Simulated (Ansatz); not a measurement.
Reaction (ligand exchange at the Si–C bond): `C[SiH2][SiH](O)O` + HCl → `O[SiH](O)[SiH2]Cl` + CH₄

Computed with Ansatz on PBE0-D4/def2-TZVP structures; ΔE is electronic, products minus reactants. CBS: MP2 limit from def2 TZ/QZ plus the TZ coupled-cluster correction, frozen cores. This one scheme is used for every species. DFT in def2-TZVPP. B3LYP here is the variant with VWN-RPA as its local correlation; programs differ in this. Each species was taken in one conformer, which may not be the lowest.

```tsv
level	ΔE (kcal/mol)
r2SCAN-D4	-25.5
B3LYP-D4	-25.5
ωB97M-V	-25.0
B2PLYP	-25.4
PBE	-24.2
HF/def2-TZVPP	-27.3
SCS-MP2/def2-TZVPP	-24.9
CCSD(T)/def2-TZVPP	-23.7
```

Q: What does CCSD(T)/CBS give? (An estimate is asked.)

A: Ansatz gave: -24.8 kcal/mol. The listed levels differ from it by -0.7, -0.7, -0.2, -0.6, 0.6, -2.5, -0.1, 1.1 kcal/mol.

Largest T1 diagnostic among the species: 0.012.

In def2-TZVPP, CCSD(T) changes the Hartree–Fock value by +3.6 kcal/mol (the triples alone add +0.2 kcal/mol) and MP2 by +2.4 kcal/mol.

CCSD(T)/CBS has its own doubt, a few kJ/mol and more with outer-core shells, so smaller differences from it don't rank the levels.
